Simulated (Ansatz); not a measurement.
Ansatz (an electronic-structure program) input (wB97X-V/def2-TZVP):

Ansatz 0.2 input:
```yaml
crystal:
  periodic: [false, false, false]
  atoms:
    - {symbol: In, position_ang: [-0.19007984, -0.14582765, -0.22191825]}
    - {symbol: O, position_ang: [0.97854845, 0.70336999, 1.21411251]}
    - {symbol: H, position_ang: [1.48552435, 1.51859505, 1.16109393]}
basis:
  gaussian:
    orbitals: def2-TZVP
hamiltonian:
  xc: {name: wB97X-V}
relax: {f_tol: 0.003, max_steps: 100}
```

End of the output:

```
relax step   6: F+E_penalty+E_count = -7237.66908184 eV  Δ(F+E_penalty+E_count) = -2.163e-6 eV  max|allowed force component| = 3.052e-5 eV/Å  Δτ_max = 0.0003 Å  (35 SCF iters, accepted)
integrals: 0.03 GiB planned
647 factors; their error is unknown
integrals: 0.06 GiB planned
179 factors; integrals over basis functions are off by at most 1.1e-5 eV
mean field: 0.30 GiB planned
mean field evaluation 64: about -7237.6691 eV, gradient 2.8e-3 eV
mean field -7237.66908184 eV, -265.9794328893 hartree, gradient 2.0e-5 eV, S^2 0.000000; 1 other end points of the search recorded, 0 dependent functions left out
the calculation of the forces begins
reference -7237.66907993 eV, -265.9794328192 hartree; 15, 15 occupied and 72, 72 virtual orbitals, 647 factors
Total energy: -7237.66907993 eV, -265.9794328192 hartree
Atom 0 at    -0.184451    -0.143076    -0.212977 Å, force     0.000030     0.000027     0.000031 eV/Å
Atom 1 at     0.973326     0.704375     1.200434 Å, force    -0.000007     0.000001    -0.000018 eV/Å
Atom 2 at     1.485118     1.514839     1.165831 Å, force    -0.000024    -0.000028    -0.000013 eV/Å
Dipole moment:    -0.100705     0.083416    -0.360659 e Å
```
